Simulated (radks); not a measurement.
All-electron atom: Zn5+ in [Ar] 3d7. All-electron calculation, scalar-relativistic Kohn-Sham, PBE, spin-unpolarised, spherical densities, finite nucleus; Fermi nuclear charge, rms radius 3.9283 fm. Program: a radial shooting solver on a logarithmic mesh with Libxc functionals. Some entries of the table are withheld. Estimate them.

orbital  occ.  eigenvalue (hartree)  <r> (bohr)
1s          2             -353.5747     0.05031
2s          2             -46.13740         (1)
2p          6             -40.46293      0.1983
3s          2              -8.11309         (2)
3p          6                   (3)      0.6863
3d          7                   (4)         (5)

Answer. 
(1) 2s <r> (bohr): 0.2262
(2) 3s <r> (bohr): 0.6654
(3) 3p eigenvalue (hartree): -6.40198
(4) 3d eigenvalue (hartree): -3.61607
(5) 3d <r> (bohr): 0.7348
